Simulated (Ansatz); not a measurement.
Stretching the Se4–H5 bond in CdH2OSe (SMILES [OH][Cd][SeH]) (multiplicity 1 held, fragments rigid). Energies count from the point at 1.473 Å.
Geometry at that point (charge 0, multiplicity 1):
```json
[
 {"atom": "Cd", "x (Å)": "0.4354", "y (Å)": "-0.5866", "z (Å)": "-0.1057"},
 {"atom": "O", "x (Å)": "1.5014", "y (Å)": "-2.2292", "z (Å)": "-0.4538"},
 {"atom": "H", "x (Å)": "2.3793", "y (Å)": "-2.1969", "z (Å)": "-0.0591"},
 {"atom": "Se", "x (Å)": "-0.9919", "y (Å)": "1.3929", "z (Å)": "0.2152"},
 {"atom": "H", "x (Å)": "-1.5669", "y (Å)": "0.8277", "z (Å)": "1.4481"}
]
```

R- and RO- levels are restricted; in cc, def2 and unpolarised 6-31G sets they are followed outwards from rest. U- levels take the lowest unrestricted solution at each point, which mixes spins at long bonds. Active spaces are followed from a long bond inwards. Curves can end on different states.

Cores are frozen in the correlated methods. Filled d and f shells under p-block atoms count as core.

Run with Ansatz (Gaussian orbitals).  In def2 rows elements past Kr take small-core potentials, without spin–orbit coupling.

### Question
One of these levels gives 4.515 eV for the energy at R = 4.714 Å. Which one is it?
A. CASSCF(4,3)/def2-TZVPP
B. U-PBE/def2-TZVPP
C. R-PBE/def2-TZVPP
D. R-MP2/def2-TZVPP

### Answer
D, R-MP2/def2-TZVPP. The others give 4.904 (R-PBE/def2-TZVPP), 3.566 (U-PBE/def2-TZVPP), 3.101 (CASSCF(4,3)/def2-TZVPP)

Doubts at one or more of the structures used: a restricted determinant that unrestricted orbitals would lower (R-PBE/def2-TZVPP, R-MP2/def2-TZVPP); a spin-contaminated determinant (U-PBE/def2-TZVPP); active orbitals that take no part (CASSCF(4,3)/def2-TZVPP).

Ansatz is an electronic-structure program.
